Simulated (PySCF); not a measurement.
## Sc²⁺ (scandium, charge +2) across methods

[Ar] 4p1, 2P determinant (an excited configuration). Calculation: PySCF 2.14, in x2c-QZVPPall with one added diffuse shell each of s, p, d, f, g type (12s8p6d4f3g, 121 functions); the spin-free X2C one-electron Hamiltonian (Gaussian nucleus).

| method | E (hartree) | mean ε 3p α (eV) | mean ε 3p β (eV) | mean ε 4p α (eV) | Σ⟨r²⟩ (bohr²) | ⟨S²⟩ |
| --- | --- | --- | --- | --- | --- | --- |
| wB97M-V | -763.144 | -60.934 | -60.799 | -16.586 | 25.72 | 0.750 |
| r2SCAN | -763.158 | -56.757 | -56.667 | -14.757 | 25.67 | 0.750 |
| PBE | -762.972 | -55.893 | -55.768 | -14.795 | 25.46 | 0.750 |
| M06 | -763.184 | -58.456 | -58.344 | -15.103 | 25.57 | 0.750 |
| UHF | -762.38002 | -65.194 | -64.971 | -16.562 | 26.48 | 0.750 |
| PBE0 | -763.013 | -58.537 | -58.390 | -15.351 | 25.62 | 0.750 |
| LDA | -761.201 | -55.914 | -55.789 | -14.731 | 25.34 | 0.750 |
| BHandHLYP | -763.208 | -60.954 | -60.802 | -15.764 | 25.70 | 0.750 |
